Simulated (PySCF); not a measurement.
Geometry (Å), atoms numbered from 1 in this order:
```xyz
12

F    -0.365    3.310   -0.191
P    -0.161    1.886   -0.915
F     1.425    2.023   -1.225
P     0.015    0.619    0.924
Si    1.585   -0.789    0.088
Si   -1.755   -0.716    0.440
H     1.437   -0.987   -1.385
H     1.370   -2.097    0.778
H     2.940   -0.261    0.403
H    -1.827   -1.751    1.511
H    -1.632   -1.387   -0.892
H    -2.991    0.121    0.454
```

Geometry: PBE0-D3(BJ)/def2-SVP; GIAO absolute shieldings from PySCF 2.14, gas phase, non-relativistic, averaged over equivalent atoms.

At PBE0/6-31G (82 basis functions, 8.6 s wall time on 1 thread of an Arm Neoverse V1, shared host):
```json
{"atoms": "F1/F3", "σ (ppm)": "293.0"}
{"atoms": "P2", "σ (ppm)": "56.3"}
{"atoms": "P4", "σ (ppm)": "552.0"}
{"atoms": "Si5/Si6", "σ (ppm)": "494.3"}
{"atoms": "H7/H8/H9/H10/H11/H12", "σ (ppm)": "28.75"}
```

Predict the values at PBE0/6-311+G(2d,p) on the same geometry.

## Answers


```csv
atoms,"σ at PBE0/6-311+G(2d,p)",change
F1/F3,263.7,-29.3
P2,-23.6,-79.9
P4,517.3,-34.7
Si5/Si6,421.3,-73.0
H7/H8/H9/H10/H11/H12,27.12,-1.63
```

The largest change is at P2 (phosphorus bonded to 2 F, P). Cost: 230 basis functions, 31 s wall time on 1 thread of an Arm Neoverse V1, shared host.
